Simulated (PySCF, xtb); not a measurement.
BH6NO2Si, SMILES N[SiH2]B(O)O. The values are those of a single conformer.

Harmonic wavenumbers (cm⁻¹) from GFN2-xTB run with xtb 6.7.1 at its own minimum, in rising order: 50, 111, 222, 284, 333, 366, 521, 571, 582, 591, 633, 672, 708, 825, 845, 855, 963, 974, 1210, 1271, 1546, 2116, 2173, 3456, 3487, 3558, 3646.

Problem. What does B3LYP-D3(BJ)/def2-SVP (PySCF 2.14.0) give at its own minimum? (Estimate from the structure and the level; the computed values follow.)

Solution. 93, 150, 246, 321, 343, 411, 552, 578, 596, 643, 701, 760, 805, 844, 928, 958, 1023, 1115, 1320, 1457, 1560, 2172, 2201, 3524, 3607, 3632, 3787. Paired by order, the mean absolute difference is 65 cm⁻¹ and the zero-point energies are 46.6 and 49.1 kcal/mol.
